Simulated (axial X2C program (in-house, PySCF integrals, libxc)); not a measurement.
HBr: from Re and ωe to a spectrum

A bond curve at the CCSD(T) level, 2c, was computed with an in-house all-electron X2C program for linear molecules (integrals from PySCF) (basis Br dyall-cv4z [10s10p7d5f3g], H dyall-v4z [7s3p2d1f] (cores contracted in-house)) for the state Ω = 0 (closed shell). Its fit gives Re = 1.4190 Å, ωe = 2643.1 cm⁻¹, ωexe = 44.8 cm⁻¹ and αe = 2.288e-01 cm⁻¹; the masses are 78.9183 and 1.0078 u. Two-component means X2C with spin–orbit coupling and atomic mean-field Coulomb and Gaunt terms.

Correlated methods: 8 electrons correlated (number of frozen shells: Br 3 s, 2 p, 1 d; H none), 246 virtual spin orbitals or spinors in MP2, 110 natural virtuals in coupled cluster.

Q: Find the reduced mass, Be and the force constant.

A: From the CCSD(T) values: μ = 0.9951 u. Be = 16.8576/(μ Re²) = 8.413 cm⁻¹. k = 5.8918×10⁻⁷ μ ωe² = 4.1 mdyn/Å.

Q: A Morse curve ties αe to the other constants (Pekeris). How well does that hold?

A: αe(Morse) = 6Be²/ωe × (√(ωexe/Be) − 1) = 2.101e-01 cm⁻¹; the CCSD(T) curve gives 2.288e-01 cm⁻¹, a ratio of 0.92.

Q: Scale the constants to the deuteride (D 2.0141 u) within the Born–Oppenheimer picture.

A: ρ = √(μH/μD) = 0.7118; ωe = 1881.4, ωexe = 22.7, Be = 4.263 cm⁻¹; the zero-point energy falls by 375 cm⁻¹.

Q: Where do the fundamental and the first overtone lie?

A: ν(1←0) = ωe − 2ωexe = 2553.5 cm⁻¹; ν(2←0) = 2ωe − 6ωexe = 5017.4 cm⁻¹.

Q: Estimate De from a Morse curve and compare with the computed well depth of 3.873 eV to Br + H.

A: De(Morse) = ωe²/(4ωexe) = 4.833 eV against 3.873 eV computed, a ratio of 1.25. The extrapolation overshoots: the well softens faster than a Morse curve, or the lowest atomic limit lies below the one to which the curve heads.

One determinant describes the state; a PBE0 search over occupations chose it and may have missed a lower one. De is counted from the lowest determinant-based energies of the atoms at the same level, without counterpoise correction. CCSD and (T) use frozen natural virtuals with an MP2 correction for the truncation; (T) itself is uncorrected, so its De runs slightly low.
